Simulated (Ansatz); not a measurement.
Geometry optimisation, RHF/6-31G* in Ansatz 0.2.0.

Input:

```yaml
crystal:
  periodic: [false, false, false]
  atoms:
    - { symbol: Si, position_ang: [0.0, 0.0, 0.0] }
    - { symbol: H, position_ang: [0.8198, 0.0, 1.4434] }
    - { symbol: "N", position_ang: [1.9526, 0.0, 0.5176] }
    - { symbol: C, position_ang: [2.6436, -1.273, 0.267] }
    - { symbol: H, position_ang: [1.9797, -1.947, -0.3136] }
    - { symbol: H, position_ang: [3.5728, -1.083, -0.3097] }
    - { symbol: H, position_ang: [2.9009, -1.7518, 1.2348] }
    - { symbol: C, position_ang: [2.6477, 1.273, 0.2787] }
    - { symbol: H, position_ang: [3.2746, 1.1875, -0.6334] }
    - { symbol: H, position_ang: [1.9011, 2.0824, 0.1393] }
    - { symbol: H, position_ang: [3.2932, 1.5118, 1.1496] }
    - { symbol: O, position_ang: [-0.7913, 1.3709, -0.5594] }
    - { symbol: H, position_ang: [-1.7491, 1.1401, -0.7818] }
    - { symbol: "N", position_ang: [-0.8572, -1.4851, -0.6061] }
    - { symbol: C, position_ang: [-1.5991, -2.3398, 0.332] }
    - { symbol: H, position_ang: [-1.2218, -2.1735, 1.3626] }
    - { symbol: H, position_ang: [-2.6791, -2.0872, 0.2887] }
    - { symbol: H, position_ang: [-1.4574, -3.4051, 0.0541] }
    - { symbol: C, position_ang: [-0.8082, -1.8308, -2.034] }
    - { symbol: H, position_ang: [-1.6103, -1.2865, -2.5747] }
    - { symbol: H, position_ang: [0.1794, -1.5432, -2.4511] }
    - { symbol: H, position_ang: [-0.9565, -2.9241, -2.1559] }
basis:
  gaussian: { orbitals: "6-31G*" }
hamiltonian:
  xc: hf
relax:
  f_tol: 0.15
  max_steps: 25
  restrain:
    - { distance: [1, 2], at: 1.06, k: 30.0 }
    - { distance: [0, 1], at: 2.66, k: 30.0 }
    - { distance: [0, 2], at: 3.02, k: 30.0 }
```

Launched with:

```bash
$ ansatz run input.yaml --threads 4 --pin off --max-ram 5120MiB --backend cpu --events-out ev --progress --plain --runs-dir out
```

Problem. Where does it end, and by what steps?

Solution. The run converged. The restraints hold the end off the free minimum. After 16 steps the energy has fallen by 4.188 eV (the restraints' own energy left out); H13 moved furthest, 1.41 Å. Parted: Si1–N3 (2.02 → 3.02 Å). Joined: H2–N3 (1.46 → 1.02 Å).

```json
{"step": "0", "energy less start (eV)": "0.0000", "largest force component (eV/Å)": "4.470", "accepted": "yes"}
{"step": "1", "energy less start (eV)": "1.1049", "largest force component (eV/Å)": "7.423", "accepted": "yes"}
{"step": "2", "energy less start (eV)": "1.3179", "largest force component (eV/Å)": "8.022", "accepted": "yes"}
{"step": "3", "energy less start (eV)": "0.3094", "largest force component (eV/Å)": "8.106", "accepted": "yes"}
{"step": "4", "energy less start (eV)": "-1.2537", "largest force component (eV/Å)": "5.114", "accepted": "yes"}
{"step": "5", "energy less start (eV)": "-2.3480", "largest force component (eV/Å)": "2.633", "accepted": "yes"}
{"step": "6", "energy less start (eV)": "-2.8745", "largest force component (eV/Å)": "2.332", "accepted": "yes"}
{"step": "7", "energy less start (eV)": "-3.1754", "largest force component (eV/Å)": "2.735", "accepted": "yes"}
{"step": "8", "energy less start (eV)": "-3.4686", "largest force component (eV/Å)": "2.206", "accepted": "yes"}
{"step": "9", "energy less start (eV)": "-3.6966", "largest force component (eV/Å)": "1.201", "accepted": "yes"}
{"step": "10", "energy less start (eV)": "-3.8521", "largest force component (eV/Å)": "1.053", "accepted": "yes"}
{"step": "11", "energy less start (eV)": "-3.9939", "largest force component (eV/Å)": "0.893", "accepted": "yes"}
{"step": "12", "energy less start (eV)": "-4.0976", "largest force component (eV/Å)": "0.922", "accepted": "yes"}
{"step": "13", "energy less start (eV)": "-4.1563", "largest force component (eV/Å)": "0.908", "accepted": "yes"}
{"step": "14", "energy less start (eV)": "-4.1836", "largest force component (eV/Å)": "0.955", "accepted": "yes"}
{"step": "15", "energy less start (eV)": "-4.1719", "largest force component (eV/Å)": "0.960", "accepted": "no"}
{"step": "16", "energy less start (eV)": "-4.1877", "largest force component (eV/Å)": "0.942", "accepted": "yes"}
```

```xyz
22
Properties=species:S:1:pos:R:3
Si -1.017 0.159 0.073
H 1.357 -0.030 1.283
N 1.970 0.003 0.463
C 2.748 -1.213 0.361
H 2.086 -2.070 0.381
H 3.277 -1.223 -0.586
H 3.485 -1.326 1.159
C 2.766 1.211 0.487
H 3.281 1.322 -0.462
H 2.119 2.071 0.616
H 3.516 1.224 1.280
O -0.867 1.054 -1.320
H -0.680 1.972 -1.182
N -1.273 -1.396 -0.594
C -1.603 -2.513 0.267
H -1.670 -2.193 1.301
H -2.560 -2.952 -0.009
H -0.850 -3.296 0.205
C -1.180 -1.765 -1.993
H -2.139 -2.121 -2.366
H -0.876 -0.918 -2.586
H -0.455 -2.565 -2.130
```

Time of the run: 43 s on 4 threads of Arm Neoverse V2 (shared host), peak memory 0.48 GiB.
